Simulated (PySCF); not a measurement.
Work out the structure from these simulated measurements.

Formula: C7H5N.

| Property | Result |
| --- | --- |
| Valence photoelectron | vertical ionisation energy: 9.03 eV [ΔSCF B3LYP/def2-SVPD] |
| 13C NMR | chemical shifts (computed TMS as zero) by class: 165.6 (1 C), 159.1 (1 C), 150.2 (1 C), 131.2 (1 C), 129.1 (1 C), 87.8 (1 C), 86.5 (1 C) ppm [GIAO B3LYP/pcSseg-2] |
| Triplet | lowest triplet excitation (Tamm–Dancoff): 3.54 eV [TDA B3LYP/def2-SVPD] |
| Rotational structure | rotational constants A, B, C: 5.871, 1.552, 1.228 GHz [PBE0-D3(BJ)/def2-SVP] |
| Couplings | largest of the computed one-bond spin–spin couplings (means over like bonds): 13C–1H +276.6, 13C–13C +201.6, 13C–1H +193.2, 13C–1H +188.6, 13C–1H +172.6, 13C–1H +171.7, 13C–13C +101.4, 13C–13C +61.7 Hz [B3LYP/pcJ-1, spin–dipole term left out] |
| 1H NMR | chemical shifts (computed TMS as zero) by class: 8.99 (1 H), 8.70 (1 H), 7.86 (1 H), 7.21 (1 H), 3.17 (1 H) ppm [GIAO B3LYP/pcSseg-2] |

Gas-phase values; electronic properties from PySCF, density fitting. Levels stand in brackets. Isolated species at its PBE0-D3(BJ)/def2-SVP geometry, gas phase. Each NMR value is the plain mean over a class of atoms that symmetry, rotation or inversion makes alike.

Task: Propose a structure and show how it fits.

Result: Numbering: `[CH:1]#[C:2][c:3]1[cH:4][cH:5][cH:6][n:7][cH:8]1`. Its formula, C7H5N, gives 6 degrees of unsaturation: 1 ring and 5 π bonds in the structure found (Kekulé form). 7 carbons fall into 7 classes; from least to most shielded: aromatic CH next to a ring nitrogen [C8] (165.6 ppm), aromatic CH next to a ring nitrogen [C6] (159.1 ppm), aromatic CH carbon [C4] (150.2 ppm), aromatic CH carbon [C5] (131.2 ppm), substituted aromatic carbon [C3] (129.1 ppm), terminal alkyne carbon [C1] (87.8 ppm), alkyne carbon [C2] (86.5 ppm). Hydrogen classes from least to most shielded: 1 H on an aromatic CH next to a ring nitrogen, C8 (8.99 ppm), 1 H on an aromatic CH next to a ring nitrogen, C6 (8.70 ppm), 1 H on an aromatic CH carbon, C4 (7.86 ppm), 1 H on an aromatic CH carbon, C5 (7.21 ppm), 1 H on a terminal alkyne carbon, C1 (3.17 ppm). The couplings run between: +276.6 Hz, terminal alkyne carbon [C1] and its hydrogen; +201.6 Hz, terminal alkyne carbon [C1] and alkyne carbon [C2]; +193.2 Hz, aromatic CH next to a ring nitrogen [C8] and its hydrogen; +188.6 Hz, aromatic CH next to a ring nitrogen [C6] and its hydrogen; +172.6 Hz, aromatic CH carbon [C4] and its hydrogen; +171.7 Hz, aromatic CH carbon [C5] and its hydrogen; +101.4 Hz, alkyne carbon [C2] and substituted aromatic carbon [C3]; +61.7 Hz, substituted aromatic carbon [C3] and aromatic CH carbon [C4]. The first electron is taken from the HOMO, whose largest Löwdin shares are 0.23 on the terminal alkyne carbon, 0.18 on the alkyne carbon, 0.14 on the substituted aromatic carbon and 0.13 on an aromatic CH next to a ring nitrogen. The optimised geometry has point group Cs and is an asymmetric top. Structure: 3-ethynylpyridine (`C#Cc1cccnc1`). Computed isomers that give other values at the same levels: `C#C/C=C(/C#N)C=C` (rotational constant A: 3.689 GHz; this holds for the one conformer computed); `C#Cc1ccncc1` (vertical ionisation energy: 9.44 eV); `CC#CC#CCC#N` (rotational constant A: 9.761 GHz; this holds for the one conformer computed). The assignments are read from this structure; whether some other isomer fits the data as well wasn't checked.
